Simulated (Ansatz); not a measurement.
A nudged elastic band was laid between two geometries of C$_{3}$H$_{8}$SSi (13 atoms, charge 0, multiplicity 1).

The calculation used RKS B3LYP/def2-SVP in Ansatz 0.2.0.

| Item | Value |
| --- | --- |
| movable images | 2 |
| climbing image | yes |
| spring | 5.0 eV/Å² |
| optimiser | quadratic models (default) |
| start path | through a guess of the saddle point |
| force threshold | 0.05 eV/Å |
| iteration limit | 60 |
| end points | relaxed |

First end point:

```xyz
13
Properties=species:S:1:pos:R:3
C -2.566 -0.054 1.277
S -1.198 -1.232 1.032
C -0.061 -0.246 0.119
C 1.141 -0.670 -0.319
Si 2.314 0.416 -1.282
H -3.333 -0.587 1.857
H -3.002 0.259 0.317
H -2.238 0.826 1.848
H -0.406 0.777 -0.078
H 1.440 -1.703 -0.096
H 3.619 0.579 -0.570
H 2.618 -0.162 -2.627
H 1.692 1.762 -1.464
```

Last end point:

```xyz
13
Properties=species:S:1:pos:R:3
C -2.080 -0.709 1.274
S -1.943 0.973 0.605
C -0.367 0.966 -0.164
C 0.544 -0.024 -0.259
Si 2.180 0.189 -1.134
H -3.057 -0.760 1.775
H -1.287 -0.911 2.009
H -2.047 -1.461 0.471
H -0.172 1.950 -0.609
H 0.324 -0.998 0.194
H 3.330 -0.047 -0.208
H 2.325 -0.780 -2.264
H 2.270 1.578 -1.674
```

Problem. What changes between the two ends?

Solution. No bond is made or broken. The dihedral C1–S2–C3–C4 goes from -180 to 0°.

Problem. What energy profile does the band end with?

Solution. The forces met the threshold. The highest image is number 2 of 0 to 3, 0.212 eV above the first end and 0.272 eV above the last; the last end lies 0.059 eV below the first. Another band between the same ends (7 images) ends at a top of the same energy, where a vibrational analysis finds 1 clearly imaginary mode. So few images can step over the top or miss a turn of the path.

```csv
image,path coordinate (Å),energy (eV),dihedral C1–S2–C3–C4 (°)
0,0.00,0.000,-180
1,1.97,0.066,-137
2,3.94,0.212,-78
3,6.70,-0.059,0
```

Problem. What is the geometry of the highest image?

Solution. 
```xyz
13
Properties=species:S:1:pos:R:3:forces:R:3
C -2.413 -0.498 0.924 0.00 0.00 -0.03
S -1.028 0.127 1.948 -0.01 0.00 -0.02
C 0.137 0.608 0.669 0.01 -0.01 0.02
C 0.913 -0.254 -0.007 -0.01 0.02 0.00
Si 2.127 0.269 -1.341 0.00 0.00 0.00
H -3.196 -0.813 1.630 0.00 0.00 0.00
H -2.103 -1.363 0.319 -0.01 0.01 0.02
H -2.816 0.291 0.271 0.01 -0.01 0.02
H 0.202 1.689 0.488 0.00 -0.01 0.00
H 0.821 -1.321 0.239 0.01 0.00 0.00
H 3.510 -0.175 -0.997 0.00 0.00 0.00
H 1.763 -0.349 -2.652 0.00 0.00 0.00
H 2.102 1.754 -1.476 0.00 0.00 0.00
```

Run time: 100 s on 2 threads of Arm Neoverse V1, on a shared host, peak memory 0.3 GiB.
